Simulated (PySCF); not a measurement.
GeCl₄ (singlet). Method: PBE0 in PySCF with Ge def2-TZVP, Cl def2-TZVP; no relativity; density-fitted integrals.

Harmonic bands of its minimum:

```csv
ω (cm⁻¹),"IR (km/mol, summed over degenerate members)",degeneracy
123,0.0,2
169,25.9,3
400,0.0,1
463,260,3
```

**Question.** The central atom is Ge. Infer the point group and assign the bands.

**Answer.** Td. The modes span e + 2t2 + a1: 123 e, 169 t2, 400 a1, 463 t2. The computed geometry has Ge–Cl 2.117 Å (×4); Cl–Ge–Cl 109.5° (×6).
